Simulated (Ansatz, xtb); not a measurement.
C3H4BF3O: which of two isomers lies lower

We compare a, `B[C@@H]1O[C@H]1C(F)(F)F`, a singlet, with b, `B[C@@H]1O[C@@H]1C(F)(F)F`, a singlet. Both are isolated molecules in the gas phase, relaxed with PBE0-D3(BJ)/def2-SVP; the shapes shown needn't be the lowest conformers.

a (Å):

| atom | x (Å) | y (Å) | z (Å) |
| --- | --- | --- | --- |
| C | -0.5884 | 1.7179 | -2.1072 |
| C | 0.4192 | 2.1172 | -1.0899 |
| C | 1.4462 | 3.1693 | -1.4335 |
| B | -1.9843 | 1.3914 | -1.5284 |
| F | 0.9934 | 4.3748 | -1.0823 |
| F | 1.7312 | 3.1909 | -2.7312 |
| F | 2.5786 | 2.9492 | -0.7665 |
| O | 0.5304 | 0.9014 | -1.7279 |
| H | -2.9477 | 2.0133 | -1.9043 |
| H | -2.0833 | 0.5621 | -0.6580 |
| H | -0.4579 | 2.1937 | -3.0872 |
| H | 0.1817 | 2.1008 | -0.0164 |

b (Å):

```xyz
12

C     0.2156    1.9253   -2.6064
C     0.9086    1.8094   -1.3147
C     0.2276    2.3722   -0.0956
B    -1.1753    2.6413   -2.7018
F    -1.0638    2.6649   -0.3729
F     0.2319    1.5296    0.9268
F     0.8182    3.5014    0.2868
O     0.3040    0.6935   -1.8834
H    -1.1924    3.8211   -2.9600
H    -2.1974    2.0064   -2.6669
H     0.8842    1.9852   -3.4798
H     2.0046    1.8107   -1.2413
```

**Question.** Estimate E(b) − E(a) at the level CCSD(T)/def2-SVP + ΔMP2/def2-TZVPP.

**Answer.** Too close to call at this level: CCSD(T)/def2-SVP + ΔMP2/def2-TZVPP gives E(b) − E(a) = +3.07 kJ/mol.

The same difference at several levels:

| level | geometry | E(b) − E(a) (kJ/mol) | departure from the last row (kJ/mol) | job, with rough time for the two |
| --- | --- | --- | --- | --- |
| PBE0-D3(BJ)/def2-SVP | PBE0-D3(BJ)/def2-SVP | +0.72 | −2.36 | optimisation, 5.4 min |
| HF/def2-SVP | PBE0-D3(BJ)/def2-SVP | +5.35 | +2.28 | part of the CCSD(T) run |
| MP2/def2-SVP | PBE0-D3(BJ)/def2-SVP | +2.52 | −0.55 | part of the CCSD(T) run |
| CCSD(T)/def2-SVP | PBE0-D3(BJ)/def2-SVP | +1.65 | −1.42 | single point |
| CCSD(T)/def2-SVP + ΔMP2/def2-TZVPP | PBE0-D3(BJ)/def2-SVP | +3.07 |  | single point, 4.3 min |

As drawn, both hold the same kinds of bond in the same numbers.

The largest departure from CCSD(T)/def2-SVP + ΔMP2/def2-TZVPP is that of PBE0-D3(BJ)/def2-SVP, 2.36 kJ/mol. Levels run at GFN2-xTB geometries aren't shown. The last row adds to CCSD(T) the change of the MP2 difference between the two basis sets, here +1.42 kJ/mol.

With thermal terms from frequencies at re-optimised GFN2-xTB minima (ideal gas, soft modes damped towards free rotors, one conformer each, 298.15 K, 1 atm): on the last row, ΔE + ΔZPE = +3.04, ΔH = +2.88, ΔG = +3.75 kJ/mol.

The correlated steps freeze 8 core orbitals. Run with Ansatz 0.2.0, xtb 6.7.1; the last row on 2 threads of Intel(R) Xeon(R) Processor @ 2.50GHz (Skylake/Cascade Lake) on a shared host.
